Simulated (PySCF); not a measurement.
How the functional moves excitation energies

Compound: CH₃NOSi.
InChI=1S/CH3NOSi/c2-1-4-3/h3H,4H2

Linear-response calculations in the def2-SVPD basis (PySCF; singlets by full response, triplets Tamm–Dancoff, core orbitals frozen in the response; HF means time-dependent Hartree–Fock). 'Strongest' is the level of largest summed f among the singlets computed (10 roots, of which the last may lack a degenerate partner); it can jump between rows when another state enters that window. S1 is the lowest singlet of each run and needn't be the same state throughout; f(S1) is that of one state. The structure is a single PBE0-D3(BJ)/def2-SVP conformer in the gas phase; no vibrational or solvent corrections.

| functional | kind | S1 (eV) | f(S1) | strongest (eV) | T1 (eV) | HOMO (eV) | gap (eV) | ionisation energy, ΔSCF (eV) |
| --- | --- | --- | --- | --- | --- | --- | --- | --- |
| LDA | LDA | 5.98 | 0.004 | 7.96 | 5.69 | -8.26 | 5.85 | 11.46 |
| PBE | GGA | 6.09 | 0.005 | 8.03 | 5.67 | -8.14 | 5.98 | 11.33 |
| B3LYP | global hybrid, 20% exact exchange | 6.59 | 0.002 | 8.65 | 5.70 | -9.43 | 7.95 | 11.82 |
| PBE0 | global hybrid, 25% exact exchange | 6.67 | 0.001 | 8.91 | 5.63 | -9.65 | 8.41 | 11.86 |
| BHandHLYP | global hybrid, 50% exact exchange | 6.66 | 0.000 | 9.39 | 5.51 | -10.97 | 10.63 | 12.20 |
| wB97X-D | range-separated hybrid | 6.81 | 0.001 | 9.34 | 5.81 | -11.58 | 12.13 | 12.12 |
| LC-wPBE | range-separated hybrid | 6.96 | 0.001 | 9.53 | 5.70 | -12.48 | 13.43 | 12.51 |
| HF | Hartree–Fock | 6.17 | 0.000 | 10.47 | 4.82 | -12.92 | 14.66 | not settled |

Problem. What does CAM-B3LYP (range-separated hybrid) give?

Solution. S1 (eV) 6.76, f(S1) 0.001, strongest (eV) 9.22, T1 (eV) 5.71, HOMO (eV) -11.09, gap (eV) 10.85, ionisation energy, ΔSCF (eV) 12.18. S1 runs from 5.98 eV (LDA) to 6.96 eV (LC-wPBE), a spread of 0.98 eV, while the orbital gap spreads over 8.8 eV. −ε(HOMO) comes closest to its own ΔSCF ionisation energy with LC-wPBE (-0.03 eV) and misses most with LDA (-3.20 eV). 'Not settled' means that the ion's SCF failed to converge or may have ended in another state than the lowest.
